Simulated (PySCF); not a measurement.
Ligand exchange on a metal centre used in film growth or etching (Ta Cl-OH). Isolated molecules, 0 K electronic values unless said otherwise. One relaxed conformer stands for each flexible species; it need not be the lowest.

All values below come from PBE-D3(BJ)/def2-TZVP // BP86-D3(BJ)/def2-SVP (PySCF 2.14.0). All candidates: neutral, multiplicity 1. 

| Item | Result |
|---|---|
| HOMO–LUMO gap | 4.03 eV |
| HOMO | -7.43 eV |
| LUMO | -3.39 eV |

Task: Identify which member has these values.
A. [Ta(Cl)3(OH)2]
B. [Ta(Cl)5]
C. [Ta(OH)5]
D. [Ta(Cl)4(OH)]

Result: A, [Ta(Cl)3(OH)2]. The others give [Ta(Cl)5]: 3.36 eV, -7.84 eV, -4.49 eV; [Ta(Cl)4(OH)]: 3.87 eV, -7.49 eV, -3.62 eV; [Ta(OH)5]: 5.08 eV, -6.91 eV, -1.83 eV
